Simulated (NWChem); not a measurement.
Si2H5O2Cl; SMILES [SiH](O)([SiH2]Cl)O

```xyz
10

O      1.5852     1.1058     0.4648
Si    -0.0551     1.3253     0.3223
O     -0.5357     1.9098    -1.1582
Si    -0.9984    -0.8188     0.4483
Cl     0.5033    -2.0145    -0.4020
H      1.9133     0.2938     0.0577
H     -0.4214     2.2710     1.4126
H     -0.2374     2.7930    -1.3997
H     -2.2548    -1.0324    -0.3245
H     -1.2026    -1.2954     1.8483
```
Atoms are numbered in this order, from 1.

Results from NWChem. Pople sets run with spherical d functions. Geometry: optimised at PBE0/def2-SVP. Level M06-2X/6-31G*: energy and gradient on several grids; changes count from the extra-fine grid, which is no exact limit either.

| grid | size of the energy change (μHa) | largest change of a gradient component (μHa/bohr) | time, medium = 1 (rough) |
|---|---|---|---|
| xcoarse | 3000 | 4000 | about 1 |
| coarse | 100 | 700 | about 1 |
| medium | 100 | 400 | about 1 |
| fine | < 10 | 100 | about 1 |
| xfine | < 10 | < 30 | 2 |
